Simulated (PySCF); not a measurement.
## Dipole moment and polarisability of `Cc1nn(C)nc1C`

C₅H₉N₃.
Structure used (GFN2-xTB), in Å, numbered top down from 1:
```
atom  x, y, z in Å
C1    -1.349    1.871   -0.221
C2    -0.368    0.772   -0.045
N3     0.910    0.971    0.257
N4     1.435   -0.231    0.329
C5     2.822   -0.453    0.603
N6     0.594   -1.212    0.092
C7    -0.569   -0.620   -0.150
C8    -1.815   -1.361   -0.464
H9    -1.764    1.848   -1.228
H10   -0.857    2.826   -0.057
H11   -2.170    1.763    0.486
H12    3.398   -0.471   -0.325
H13    2.929   -1.411    1.109
H14    3.186    0.355    1.235
H15   -2.586   -1.134    0.271
H16   -2.189   -1.072   -1.446
H17   -1.614   -2.428   -0.456
```

Level: PBE0/def2-SVPD (PySCF), static field, nuclei fixed, core orbitals frozen in the response. The polarisability tensor in these axes (au):

```
x   100.40  -3.48   9.22
y    -3.48  81.68   0.40
z     9.22   0.40  58.17
```

Question: Give the principal values, the mean and the anisotropy Δα = √{½[(α1 − α2)² + (α2 − α3)² + (α1 − α3)²]}.

Answer: Principal values 56.19, 81.20 and 102.85 au; mean 80.08 au = 11.87 Å³ = 13.20 × 10⁻⁴⁰ C²·m²/J; Δα = 40.44 au (51 % of the mean).

Question: What is the dipole moment, and where does it point?

Answer: (-0.23, 0.04, -0.05) D, 0.24 D in size, pointing from the negative to the positive side. Measured along this direction, the outermost atoms are H14, H13 and H12 at the negative end and H16, H15, H11 and H9 at the positive end.

Question: In a dilute gas of rigid molecules at 298 K, how does the orientational term μ²/3kT compare with the electronic polarisability?

Answer: In Gaussian units μ²/3kT = 0.46 Å³ against 11.87 Å³, a ratio of 0.04; the Debye molar polarisation (4π/3)N_A(α + μ²/3kT) is 31.1 cm³/mol, leaving out the vibrational part.

Question: Refractivity n − 1 of an ideal gas of it at 400 K and 1 atm, from the electronic α?

Answer: N = p/kT = 1.8347 × 10¹⁹ cm⁻³, so n − 1 = 2π × N × 11.87 × 10⁻²⁴ cm³ = 1368 × 10⁻⁶ at long wavelengths.

Question: In TDDFT the mean static polarisability is Σ f/ω² over all singlet excitations (ω in hartree). How much of it do the 8 lowest give? Their energies (eV) and oscillator strengths: 6.25, 0.2092; 6.41, 0.0000; 6.57, 0.0011; 7.05, 0.0194; 7.28, 0.0088; 7.35, 0.0001; 7.61, 0.0005; 7.72, 0.0020.

Answer: They add up to 4.43 au, 5.5 % of the 80.08 au; the largest single term is 3.96 au, from the state at 6.25 eV. Terms in order: 3.96, 0.00, 0.02, 0.29, 0.12, 0.00, 0.01, 0.03 au. Higher excitations give the rest. The strengths listed sum to 0.241.

Geometry: GFN2-xTB; no solvent, vibrations or thermal averaging.
